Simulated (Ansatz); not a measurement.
Wavefunction ladder for C₂H₉NSn, SMILES `[CH3][SnH]([CH3])[NH2]`

Cartesian coordinates in Å:
```
C 1.7834 0.6428 -0.5296
Sn 0.0482 -0.5551 -0.1914
C -0.7824 -0.1568 1.7485
N -1.2371 -0.0928 -1.7050
H 2.1644 0.4567 -1.5337
H 1.5282 1.6996 -0.4401
H 2.5619 0.4085 0.1974
H 0.3623 -2.2298 -0.3802
H -1.6936 -0.7380 1.8943
H -1.0229 0.9035 1.8399
H -0.0677 -0.4219 2.5294
H -1.6425 0.8316 -1.6297
H -2.0022 -0.7483 -1.7998
```

Charge 0, multiplicity 1. Correlated methods include outer-core shells of Sn, which these sets cover unevenly. Sn: def2 effective core potential. Geometry: relaxed with PBE0-D4/def2-TZVP. It is one conformer, not always the lowest. Frozen core, restricted reference, Ansatz.

```csv
basis,HF (Eh),MP2 corr.
def2-SVP,-348.65415,-0.58885
def2-TZVPP,-348.82793,-0.91972
def2-QZVPP,-348.83688,-1.17071
```

Problem. Estimate the CCSD correlation energy and the (T) correction in each basis where they were run (hartree).

Solution. 
```tsv
basis	CCSD corr.	(T)
def2-SVP	-0.64434	-0.01804
def2-TZVPP	-0.95348	-0.03368
```
